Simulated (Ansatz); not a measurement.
`CC[N](C)[Zr]([OH])([OH])[N](C)CC` and `CC[N](C)[Ti]([OH])([OH])[N](C)CC` differ in one element.

Ansatz, PBE0-D4/def2-TZVP geometries, multiplicity 1. Each molecule was computed in one conformer, which needn't be the lowest.

Elements past krypton have def2 core potentials. Scalar relativity is left out up to krypton.

| property | `CC[N](C)[Zr]([OH])([OH])[N](C)CC` |
| --- | --- |
| HOMO–LUMO gap (ωB97M-V/def2-TZVPP) / eV | 9.03 |
| HOMO–LUMO gap (PBE0/def2-TZVPP) / eV | 5.85 |
| LUMO energy (ωB97M-V/def2-TZVPP) / eV | 0.99 |
| HOMO–LUMO gap (B3LYP/def2-TZVPP) / eV | 5.40 |
| HOMO energy (B3LYP/def2-TZVPP) / eV | -5.59 |
| HOMO energy (PBE0/def2-TZVPP) / eV | -5.79 |

Problem. What does the change do to each property? (Estimate.)

Solution. Computed: 
| property | `CC[N](C)[Ti]([OH])([OH])[N](C)CC` | shift |
| --- | --- | --- |
| HOMO–LUMO gap (ωB97M-V/def2-TZVPP) / eV | 9.54 | 0.51 |
| HOMO–LUMO gap (PBE0/def2-TZVPP) / eV | 5.42 | -0.43 |
| LUMO energy (ωB97M-V/def2-TZVPP) / eV | 1.18 | 0.19 |
| HOMO–LUMO gap (B3LYP/def2-TZVPP) / eV | 4.94 | -0.46 |
| HOMO energy (B3LYP/def2-TZVPP) / eV | -5.90 | -0.31 |
| HOMO energy (PBE0/def2-TZVPP) / eV | -6.09 | -0.30 |

With PBE0 the HOMO falls by 0.30 eV and the LUMO falls by 0.73 eV, so the gap narrows by about 0.43 eV. PBE moves the HOMO by -0.29 eV and ωB97M-V by -0.32 eV.

B3LYP here is the variant with VWN-RPA as its local correlation; programs differ in this.
